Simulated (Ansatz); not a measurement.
GeSiH5ClO: which of these isomers lies lowest?

2 of its isomers, all singlets with charge 0: A = `[SiH3][O][GeH2][Cl]`; B = `Cl[SiH2][O][GeH3]`.

Shapes, held fixed at every level: PBE0-D4/def2-TZVP. Flexible molecules stand in one conformer, not always the lowest. Programs: Ansatz 0.2.0.

A:

```xyz
9

Si    0.0445    1.5397    0.1962
O    -0.7512    0.1177   -0.0149
Ge   -0.2579   -1.5442   -0.2988
Cl    1.4583   -1.9443    0.9339
H     0.5736    1.6494    1.5793
H     1.1770    1.6533   -0.7631
H    -0.9288    2.6308   -0.0534
H    -1.4063   -2.4408    0.1615
H     0.1793   -1.7079   -1.7577
```

B:

```xyz
9

Cl   -0.8429    0.6497   -2.3003
Si    0.2166    1.3692   -0.6842
O    -0.0313    0.4370    0.6122
Ge   -0.1374   -1.3224    0.8981
H     1.6402    1.3668   -1.0940
H    -0.2721    2.7335   -0.3969
H     0.9868   -2.0053    0.1041
H    -1.5219   -1.7900    0.4342
H     0.0503   -1.4847    2.4096
```

Electronic energies in kJ/mol, without zero-point or thermal terms.

```
               level                   kind  B − A
   PBE-D4/def2-TZVPP                    GGA  -29.9
r2SCAN-D4/def2-TZVPP               meta-GGA  -31.2
 B3LYP-D4/def2-TZVPP          global hybrid  -28.9
 BHLYP-D4/def2-TZVPP          global hybrid  -28.7
        MP2/def2-SVP    perturbation theory  -24.4
       CCSD/def2-SVP  coupled cluster or CI  -23.5
     CCSD/def2-TZVPP  coupled cluster or CI  -28.6
  CCSD(T)/def2-TZVPP  coupled cluster or CI  -28.6
```

The highest level, CCSD(T)/def2-TZVPP, puts B lowest of these. All levels agree on that. The B − A difference spans -31.2 to -23.5 kJ/mol over the levels. Relativity is left out for Ge. Outer-core shells of Ge are correlated, in sets that cover them unevenly.
